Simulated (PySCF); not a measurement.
From one molecule to another.

First species: C₈H₉ClOSi.
Bonds: C1–C2, C2–C3 (aromatic), C3–C4 (aromatic), C4–Si5, C4–C6 (aromatic), C6–C7 (aromatic), C7–C8, C8–O9 (double), C8–Cl10, C7–C11 (aromatic), C2–C11 (aromatic). Hydrogens: H12, H13, H14 on C1; H15 on C3; H16, H17, H18 on Si5; H19 on C6; H20 on C11.

Second species: C6H11F2NSi.
Geometry (GFN2-xTB, Å), atoms numbered from 1 in this order:
```
atom  x, y, z in Å
C1    -3.624    1.965    0.354
C2    -2.990    0.946    0.430
Si3   -1.968   -0.605    0.515
N4    -0.573   -0.487   -0.485
C5    -0.452   -1.086   -1.789
C6     0.522    0.373   -0.125
C7     1.720   -0.416    0.428
C8     2.824    0.513    0.894
F9     3.840   -0.185    1.461
F10    3.371    1.184   -0.150
H11   -4.186    2.853    0.292
H12   -2.748   -1.736    0.016
H13   -1.526   -0.760    1.908
H14   -1.303   -1.735   -1.974
H15    0.460   -1.685   -1.866
H16   -0.424   -0.319   -2.572
H17    0.846    0.954   -0.997
H18    0.185    1.078    0.639
H19    1.399   -1.022    1.276
H20    2.129   -1.077   -0.338
H21    2.486    1.263    1.627
```

Levels: PBE0/pcSseg-1 for dipole moment, HOMO energy, LUMO energy and HOMO–LUMO gap; GFN2-xTB for rotational constant A and rotational constant C. Geometries: GFN2-xTB. All species are isolated and taken at one optimised geometry, non-relativistic unless stated. Electronic properties by PySCF.

The conformers computed, where there is a choice (atom-mapped SMILES and torsion angles):
- `[CH3:1][c:2]1[cH:3][c:4]([SiH3:5])[cH:6][c:7]([C:8](=[O:9])[Cl:10])[cH:11]1`: C6–C7–C8–O9 0°
- `[CH:1]#[C:2][SiH2:3][N:4]([CH3:5])[CH2:6][CH2:7][CH:8]([F:9])[F:10]`: C2–Si3–N4–C5 -101°, Si3–N4–C6–C7 104°, N4–C6–C7–C8 -176°, C6–C7–C8–F9 176°

Values for the first species:

| Property | Result |
| --- | --- |
| Dipole moment | 4.28 D |
| HOMO energy | -7.71 eV |
| LUMO energy | -2.22 eV |
| HOMO–LUMO gap | 5.49 eV |
| Rotational constant A | 1.208 GHz |
| Rotational constant C | 0.363 GHz |

Estimate the same properties for the second species, and the change in each.

```csv
property,first,second,second less first
dipole moment,4.28 D,1.85 D,-2.43 D
HOMO energy,-7.71 eV,-6.61 eV,+1.10 eV
LUMO energy,-2.22 eV,-0.22 eV,+2.00 eV
HOMO–LUMO gap,5.49 eV,6.39 eV,+0.90 eV
rotational constant A,1.208 GHz,1.979 GHz,+0.771 GHz
rotational constant C,0.363 GHz,0.418 GHz,+0.055 GHz
```

On the first: The dipole matches unit charges of opposite sign 0.89 Å apart (1 e·Å = 4.8032 D).

On the second: The dipole equals about 6.2 × 10⁻³⁰ C·m (1 D = 3.33564 × 10⁻³⁰ C·m). A dipole of 1.85 D is allowed in C1, and pure rotational transitions are dipole-allowed. GFN2-xTB frequencies show an imaginary mode (26i cm⁻¹), so this geometry is no minimum at that level.
